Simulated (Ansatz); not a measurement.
Ideal-gas functions of AlBFH4NO, SMILES `OB(F)[NH][AlH2]` at 600 K and 1 bar, from an Ansatz frequency run at PBE0-D4/def2-TZVP.

Molar mass 90.83 g/mol, point group Cs (symmetry number 1), electronic degeneracy 1, moments of inertia 54.314, 228.399, 282.714 u Å². Harmonic wavenumbers (cm⁻¹, unscaled): 98, 133, 171, 371, 436, 501, 560, 609, 662, 699, 722, 784, 930, 1012, 1179, 1403, 1478, 1940, 1967, 3602, 3899.

Use S(trans) = R[1.5 ln M + 2.5 ln T − 1.1517]; rotational temperatures θ = 24.2544 K / I; S(rot) = R[ln(√π/σ · √(T³/θAθBθC)) + 1.5]; for each mode x = 1.438777 ν̃/T, S = R[x/(eˣ − 1) − ln(1 − e⁻ˣ)] and H = RT x/(eˣ − 1); 1 cm⁻¹ = 0.0119627 kJ/mol; R = 8.31446 J/(mol·K).

Task: By hand: the entropy, in J/(mol·K).

Result: Translation 179.6. Rotation: θ = 0.4466, 0.1062, 0.0858 K, giving 119.9. Vibration, mode by mode: 20.37, 17.85, 15.78, 9.56, 8.31, 7.27, 6.46, 5.87, 5.29, 4.93, 4.72, 4.19, 3.18, 2.72, 1.99, 1.29, 1.12, 0.45, 0.43, 0.01, 0.01, in all 121.8. Electronic 0.0. Sum 421.3 J/(mol·K).

Task: By hand: H − E and G − E in kJ/mol, counted from the electronic energy.

Result: Zero-point energy ½ × 23156 × 0.0119627 = 138.5; thermal vibration 38.2; translation, rotation and pV give 4 RT = 20.0. H − E = 196.7 kJ/mol, and G − E = 196.7 − 600 × 421.3/1000 = -56.1 kJ/mol.

Vibration gives 29 % of the entropy, 38.2 J/(mol·K) of it from the modes under 150 cm⁻¹: soft modes count most, and the harmonic formula is weakest for them. The sum counts one conformer and one mirror image; others add a mixing term.
